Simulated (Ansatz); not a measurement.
Total energies of `[NH2][Ga]([SiH3])[BH]F`.

```json
{"atom": "N1", "x (Å)": "-0.720", "y (Å)": "-0.064", "z (Å)": "-1.861"}
{"atom": "Ga2", "x (Å)": "-0.066", "y (Å)": "-0.307", "z (Å)": "-0.178"}
{"atom": "Si3", "x (Å)": "0.386", "y (Å)": "1.762", "z (Å)": "0.981"}
{"atom": "B4", "x (Å)": "0.147", "y (Å)": "-2.284", "z (Å)": "0.543"}
{"atom": "F5", "x (Å)": "1.316", "y (Å)": "-2.902", "z (Å)": "0.455"}
{"atom": "H6", "x (Å)": "-0.959", "y (Å)": "-0.803", "z (Å)": "-2.500"}
{"atom": "H7", "x (Å)": "-0.856", "y (Å)": "0.843", "z (Å)": "-2.276"}
{"atom": "H8", "x (Å)": "-0.409", "y (Å)": "1.861", "z (Å)": "2.238"}
{"atom": "H9", "x (Å)": "0.061", "y (Å)": "2.955", "z (Å)": "0.148"}
{"atom": "H10", "x (Å)": "1.823", "y (Å)": "1.859", "z (Å)": "1.367"}
{"atom": "H11", "x (Å)": "-0.725", "y (Å)": "-2.920", "z (Å)": "1.083"}
```

Charge 0, multiplicity 1. Correlated methods include outer-core shells of Ga, which these sets cover unevenly. Scalar relativity is left out up to krypton. The structure was optimised at the PBE0-D4/def2-TZVP level. It is one conformer, not always the lowest. Basis def2-TZVPP, the Gaussian-basis code of Ansatz.

RPA on PBE orbitals: Hartree–Fock energy of these orbitals -2394.30748 Eh, correlation -1.50306 Eh (frozen core).

| functional | energy without D4 (Eh) | D4 term (kJ/mol) |
| --- | --- | --- |
| LDA (SPW92) | -2391.94320 | – |
| PBE | -2396.88439 | -21.8 |
| revPBE | -2397.27679 | -56.4 |
| BLYP | -2397.56140 | -46.1 |
| r2SCAN | -2397.40955 | -5.4 |
| B97M-V | -2397.05820 | – |
| PBE0 | -2396.96344 | -18.8 |
| B3LYP | -2397.62217 | -35.3 |
| r2SCANh | -2397.38780 | -5.9 |
| r2SCAN0 | -2397.35709 | -6.5 |
| HSE06 (plane-wave form) | -2396.94712 | -17.8 |
| BHLYP | -2397.43107 | -30.7 |
| CAM-B3LYP | -2397.59844 | -19.5 |
| LC-ωPBE | -2397.08797 | – |
| ωB97X-V | -2397.25861 | – |
| ωB97M-V | -2397.34248 | – |
| B2PLYP | -2396.92823 | – |
| PBE-QIDH | -2396.51755 | – |

B3LYP takes the VWN-RPA correlation (the form of Gaussian; ORCA's B3LYP/G). HSE06 is the plane-wave form, built on full-range PBE exchange. The double hybrids freeze the cores in their second-order part.

LC-ωPBE has ω = 0.4 bohr⁻¹.
